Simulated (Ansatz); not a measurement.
Reaction (redistribution): `B[Te][SiH2]N` + `C[SiH3]` → `N[SiH2][SiH3]` + `B[Te]C`

Computed with Ansatz on PBE0-D4/def2-TZVP structures; ΔE is electronic, products minus reactants. CCSD(T)/CBS is the MP2 limit (def2-TZVPP, def2-QZVPP) plus CCSD(T) − MP2 in def2-TZVPP, frozen cores. This one scheme is used for every species. DFT in def2-TZVPP. HSE06 is defined as in plane-wave codes. Elements past krypton have def2 core potentials. For Te outer-core shells are correlated without core-valence functions, which leaves a few kJ/mol of doubt a bond. One conformer a species, not always the lowest.

(1) Is it downhill or uphill in electronic energy at CCSD(T)/CBS, and by how much? (Estimate.)

(2) What do these levels give: B97M-V, PBE0-D4, HSE06-D4, ωB97X-V, PBE-QIDH, BLYP, MP2/def2-SVP, CCSD(T)/def2-SVP, SCS-MP2/def2-TZVPP, MP2/def2-QZVPP, HF/CBS(def2), CCSD/CBS(def2)? (Estimate.)

Largest T1 diagnostic among the species: 0.015.

Results:

(1) The calculation gave: Uphill: ΔE = +22.5 kcal/mol.

(2) Ansatz gave: B97M-V 21.3, PBE0-D4 22.4, HSE06-D4 22.5, ωB97X-V 22.3, PBE-QIDH 23.8, BLYP 20.6, MP2/def2-SVP 26.5, CCSD(T)/def2-SVP 24.3, SCS-MP2/def2-TZVPP 23.7, MP2/def2-QZVPP 25.1, HF/CBS(def2) 24.3, CCSD/CBS(def2) 22.7 kcal/mol.

From BLYP to BHLYP (50 % exact exchange), in def2-TZVPP and without D4, ΔE moves by +2.7 kcal/mol. At CCSD(T), def2-SVP lies +1.7 kcal/mol from the extrapolated value and def2-TZVPP −0.4 kcal/mol. Leaving LDA and LC-ωPBE aside and taking each functional with its dispersion term where it has one, the values, not all of them listed here, spread over 3.2 kcal/mol, from revPBE-D4 to r2SCAN0-D4. LDA lies +1.3 kcal/mol from PBE without D4.
